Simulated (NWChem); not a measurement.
# AlCl₂, doublet; SMILES [Al]([Cl])[Cl]

```xyz
3

Al     0.0000     0.0000     0.7738
Cl     1.8385     0.0000    -0.2958
Cl    -1.8385     0.0000    -0.2958
```
Atoms are numbered in this order, from 1.

All runs: NWChem. Pople sets run with spherical d functions. Spin-unrestricted. In the optimisation the excess spin sits in a1 (C2v, its own frame). Coordinates come from a PBE-D3(BJ)/def2-SVP, spin-unrestricted optimisation. The spin multiplicity was typed, not searched, and may not be the lowest. No stability test was run on the SCF state. Vertical excitations in the gas phase; the lowest state need not have the same character in each row. Excited states of an open shell can be spin-contaminated.

For level UHF/6-31+G*, CIS:

```
Quantity                                                     Result
-----------------------------------------------------------  ------
lowest excitation (eV)                                         3.50
oscillator strength of that lowest state                      0.079
lowest empty minus highest occupied level, either spin (eV)    9.24
```

Problem. Estimate the same quantities for level PBE/6-31+G*, TDA.

Solution. 
| Quantity | Value |
|---|---|
| lowest excitation (eV) | 3.17 |
| oscillator strength of that lowest state | 0.051 |
| lowest empty minus highest occupied level, either spin (eV) | 1.49 |
